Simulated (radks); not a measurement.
Results of a calculation; reference values are marked as such.
Spin polarisation of the 4d5 shell in Mo+. Start: [Kr] 4d(up 2.5, down 2.5); electrons of 4d are moved from spin down to spin up, other shells keep equal spins. Level of theory: scalar-relativistic Kohn-Sham, r2SCAN, spin-polarised, spherical densities, finite nucleus; meta-GGA in the generalised Kohn-Sham scheme; Fermi nuclear charge, rms radius of each element as measured or else 0.836 A^(1/3) + 0.57 fm (a radial shooting solver on a logarithmic mesh with Libxc functionals).

moment (Bohr magnetons)  E - E(0) (eV)  e(4d up) (eV)  e(4d down) (eV)  4p down minus up (eV)  4s down minus up (eV)  3d down minus up (eV)
0                                0.000        -10.258          -10.258                  0.000                  0.000                  0.000
1                               -0.211        -10.649           -9.805                  0.797                  0.702                  0.116
2                               -0.845        -10.980           -9.283                  1.592                  1.400                  0.232
3                               -1.911        -11.248           -8.678                  2.381                  2.090                  0.348
4                               -3.425        -11.449           -7.942                  3.164                  2.769                  0.462

At moment 4 the spin-polarisation energy is -3.425 eV and the 4d exchange splitting 3.507 eV, that is 0.877 eV per Bohr magneton; E = -I m^2/4 would give I = 0.856 eV.
